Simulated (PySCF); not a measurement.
SMILES Sc1ccc(S)cc1, PBE0/def2-SVP optimised geometry.

```
14

S     -1.39    -3.17     0.00
C     -0.56    -1.60     0.00
C     -1.23    -0.38     0.00
C     -0.52     0.82     0.00
C      0.88     0.82     0.00
S      1.86     2.29     0.00
C      1.55    -0.41     0.00
C      0.84    -1.60     0.00
H     -2.65    -2.68     0.00
H     -2.32    -0.34     0.00
H     -1.07     1.76     0.00
H      0.83     3.17     0.00
H      2.65    -0.44     0.00
H      1.39    -2.55     0.00
```

Density from PBE0/def2-TZVP (PySCF) at that geometry.

Minimum of the electron density along straight lines between bonded atoms, close to the bond critical point (lines longer than 1.1 times the sum of covalent radii, or with two minima, are not listed):

| bond | length / Å | ρ at the minimum / e bohr⁻³ | ∇²ρ there / e bohr⁻⁵ | position (fraction from the first atom) |
|---|---|---|---|---|
| S1–C2 | 1.767 | 0.199 | -0.39 | 0.52 |
| C2–C3 | 1.399 | 0.311 | -0.90 | 0.51 |
| C3–C4 | 1.392 | 0.315 | -0.91 | 0.50 |
| C4–C5 | 1.399 | 0.311 | -0.90 | 0.49 |
| C5–S6 | 1.767 | 0.199 | -0.39 | 0.48 |
| C5–C7 | 1.401 | 0.311 | -0.89 | 0.51 |
| C2–C8 | 1.401 | 0.311 | -0.89 | 0.51 |
| C7–C8 | 1.389 | 0.317 | -0.92 | 0.50 |
| S1–H9 | 1.349 | 0.215 | -0.63 | 0.65 |
| C3–H10 | 1.093 | 0.279 | -0.98 | 0.65 |
| C4–H11 | 1.093 | 0.279 | -0.98 | 0.65 |
| S6–H12 | 1.349 | 0.215 | -0.63 | 0.65 |
| C7–H13 | 1.093 | 0.280 | -0.98 | 0.65 |
| C8–H14 | 1.093 | 0.280 | -0.98 | 0.65 |
